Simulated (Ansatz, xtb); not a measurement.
**Ranking isomers of C5H5OPS**

4 gas-phase structures of C5H5OPS, from a drawn sample of its isomers (lower ones may exist). Each was relaxed with GFN2-xTB; where two conformers were screened, the lower at r2SCAN-D4/def2-SVP//GFN2-xTB is listed:

A. `CC(=O)C1=PC=CS1`, a singlet
B. `CC1=C(C=O)SC=P1`, a singlet
C. `CC(=O)C1=CP=CS1`, a singlet
D. `CC1=CP=C(C=O)S1`, a singlet

Problem. Which do you expect lowest at r2SCAN-D4/def2-SVP//GFN2-xTB, and how would the others follow?

Solution. Calculated order at r2SCAN-D4/def2-SVP//GFN2-xTB: A (0.0), C (0.5), D (2.8), B (5.5) kcal/mol. Less than 1 kcal/mol parts A and C, so the order within that pair means little.

Energies above the lowest of each column, in kcal/mol; the last columns are at r2SCAN-D4/def2-SVP geometries:

```json
{"structure": "A", "GFN2-xTB": "0.0", "HF/STO-3G": "0.0", "r2SCAN-D4/def2-SVP//GFN2-xTB": "0.0", "r2SCAN-D4/def2-SVP": "0.0", "CCSD(T)/def2-SVP + ΔMP2/def2-TZVPP": "0.0"}
{"structure": "C", "GFN2-xTB": "2.8", "HF/STO-3G": "0.6", "r2SCAN-D4/def2-SVP//GFN2-xTB": "0.5", "r2SCAN-D4/def2-SVP": "0.9", "CCSD(T)/def2-SVP + ΔMP2/def2-TZVPP": "0.6"}
{"structure": "D", "GFN2-xTB": "3.3", "HF/STO-3G": "1.9", "r2SCAN-D4/def2-SVP//GFN2-xTB": "2.8", "r2SCAN-D4/def2-SVP": "3.0", "CCSD(T)/def2-SVP + ΔMP2/def2-TZVPP": "3.4"}
{"structure": "B", "GFN2-xTB": "6.1", "HF/STO-3G": "5.7", "r2SCAN-D4/def2-SVP//GFN2-xTB": "5.5", "r2SCAN-D4/def2-SVP": "5.7", "CCSD(T)/def2-SVP + ΔMP2/def2-TZVPP": "6.4"}
```

Every level run on A puts it lowest or level with the lowest. Flexible structures stand in one conformer each, not always the lowest. ΔMP2 is the change of the MP2 energy from the smaller to the larger basis.

Over these structures GFN2-xTB departs from r2SCAN-D4/def2-SVP//GFN2-xTB by 0.7 kcal/mol on average once a common shift is removed. A GFN2-xTB relaxation took about 0.073 s and the r2SCAN-D4/def2-SVP//GFN2-xTB energy about 2 s on a shared host (Ansatz 0.2.0, xtb 6.7.1).
